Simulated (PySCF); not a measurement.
**Sn (tin, neutral) across methods**

[Kr] 4d10 5s2 5p1 5d1, one real determinant (an excited configuration). All numbers are calculated (PySCF 2.14, a scalar-relativistic core potential, in aug-cc-pVTZ-PP with ECP28MDF). The B2PLYP total includes its PT2 part (frozen core); its orbital energies are those of the SCF part.

```csv
method,E (hartree),mean ε 5s β (eV),mean ε 5p α (eV),mean ε 5d α (eV),Σ⟨r²⟩ (bohr²),⟨S²⟩
B2PLYP,-213.7727,-14.226,-7.795,-0.781,82.09,2.004
r2SCANh,-214.1116,-13.162,-6.729,-0.463,81.06,2.004
LDA,-213.7093,-12.974,-6.098,-0.352,80.19,2.001
revPBE,-214.1115,-12.498,-6.030,-0.504,81.51,2.002
PBE,-214.0555,-12.606,-6.046,-0.468,81.16,2.001
UHF,-213.13048,-15.099,-9.437,-1.160,83.42,2.010
r2SCAN,-214.1234,-12.816,-6.373,-0.363,81.02,2.004
PBE0,-214.0576,-13.482,-7.033,-0.722,81.37,2.002
```

(1) Estimate the same row for TPSS.

⟨L²⟩ = 8.01 against 12 for a pure F term, so this real determinant mixes terms. Energies and moments cover only the electrons outside the core potential. The outer electron is Rydberg-like, and this basis confines it to a smaller radius and binds it less than a complete one would.

## Answers

(1) E (hartree) = -213.9641; mean ε 5s β (eV) = -12.492; mean ε 5p α (eV) = -6.149; mean ε 5d α (eV) = -0.416; Σ⟨r²⟩ (bohr²) = 81.44; ⟨S²⟩ = 2.002.
